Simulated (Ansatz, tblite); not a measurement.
Removing an electron: (KH)3 ring (K₃H₃). Charge 0, multiplicity 1. Geometry: r2SCAN-D4/def2-TZVP. Ansatz, gas phase; energy differences of separate SCF runs; the oxidised species was run as a doublet alone.

Cartesian coordinates in Å:
```
K -1.197 -2.189 -0.234
H 1.005 -2.035 0.873
K 2.233 0.092 1.133
H 1.162 2.124 0.226
K -1.035 2.097 -0.900
H -2.167 -0.089 -1.099
```

The xTB rows come from tblite. Correlated methods freeze 15 core orbitals; core or outer-core shells of K are correlated, in sets that lack core-valence functions. In CCSD on the charge 1 doublet the largest single amplitude is 0.28, so its Hartree–Fock determinant may place the open shell otherwise than the density functionals do.

| level | −HOMO (eV) | vertical IE (eV) | −LUMO (eV) | HOMO–LUMO gap (eV) |
| --- | --- | --- | --- | --- |
| GFN1-xTB | 12.57 | 14.06 | 7.85 | 4.72 |
| GFN2-xTB | 8.48 | 10.69 | 5.55 | 2.93 |
| HF/def2-TZVPP | – | 5.72 | – | – |
| PBE0-D4/def2-TZVP | 4.57 | 6.24 | 0.20 | 4.38 |
| MP2/def2-TZVPP | – | 6.51 | – | – |
| CCSD/def2-TZVPP | – | 6.62 | – | – |
| CCSD(T)/def2-TZVPP | – | 6.61 | – | – |

Relaxing the oxidised species (r2SCAN-D4/def2-TZVP) changes its energy by -2.44 eV at PBE0-D4/def2-TZVP, so the adiabatic ionisation energy to this nearest minimum is 3.80 eV. On the way the bond K1–H2 breaks and the bond H2–K3 breaks and the bond K3–H4 breaks. In the charge 1 doublet, H2 and H4 lie 0.75 Å apart (atoms count from 1), so H2 has formed as a molecule. Run but left out: PBE-D4/def2-TZVP, r2SCAN-D4/def2-TZVP (charge +1 doublet: an occupied level 0.12 to 0.13 eV above an empty one).  Raw xTB energy differences between charge states are shifted by several eV; the methods need an empirical correction for them.
